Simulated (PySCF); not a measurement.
TlCl₂⁺ (singlet). Computed with PBE0 in PySCF with Tl def2-SVP with ECP60, Cl def2-SVP; scalar-relativistic core potentials, no spin–orbit coupling; density-fitted integrals.

Harmonic bands of its minimum:

```tsv
ω (cm⁻¹)	IR (km/mol, summed over degenerate members)	degeneracy
84	3.5	2
351	0.0	1
433	17.0	1
```

Question: The central atom is Tl. Infer the point group and assign the bands.

Answer: D∞h. The modes span πu + σg+ + σu+: 84 πu, 351 σg+, 433 σu+. The computed geometry has Tl–Cl 2.300 Å (×2); Cl–Tl–Cl 180.0°.

Only a few start shapes were tried, so a lower isomer may exist. No spin–orbit coupling is included, which matters more the heavier the element.
